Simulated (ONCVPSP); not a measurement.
# LDA (Perdew-Wang 92) ONCV dataset for Sc (Z = 21), scalar-relativistic all-electron reference.

ONCVPSP 4.0.1 input, shortened (lines: element, Z, core and valence counts, functional; n l f; lmax; l rc ep ncon nbas qcut; lloc lpopt rc5 dvloc0; l nproj debl; icmod fcfact rcfact), LDA (Perdew-Wang 92), scalar-relativistic:

```
  Sc 21.00    3    2  -001012      upf
    1    0    2.00
    2    0    2.00
    2    1    6.00
    3    0    2.00
    3    1    6.00
    3
    0    1.70    0.00    5    8    8.50
    1    1.20    0.00    3    6    6.50
    2    1.40    0.04    4    7    6.60
    3    1.35    0.04    4    8    8.50
    4    5    0.75   -1.00
    0    2    3.10
    1    2    1.70
    2    2    3.40
    3    2    3.80
    3    4.00    1.40
```

In the s channel the program set the typed energies aside and used -3.168, 0.050 Ha. In the p channel the program set the typed energies aside and used -2.375, 0.250 Ha. In the d channel the program set the typed energies aside and used -1.196, 2.204 Ha.

* Cutoffs needed: 25 Ha and 29 Ha (the cutoffs (Ha) at which the residual kinetic energy of the hardest occupied pseudo-wave falls to 1 and 0.1 mHa per electron) The cutoffs count occupied waves only; projector 1 of the d channel, the hardest unoccupied one, needs 84 Ha at the loose tolerance.
* Ghost test: no bound ghost flagged; GHOST(+) flagged for s at 178.9 eV
* Configuration tests: 1 of 4 tests not solved or not reliable
* rms error of d²Exc/dni dnj: 4.59 mHa without and 0.51 mHa with the model core
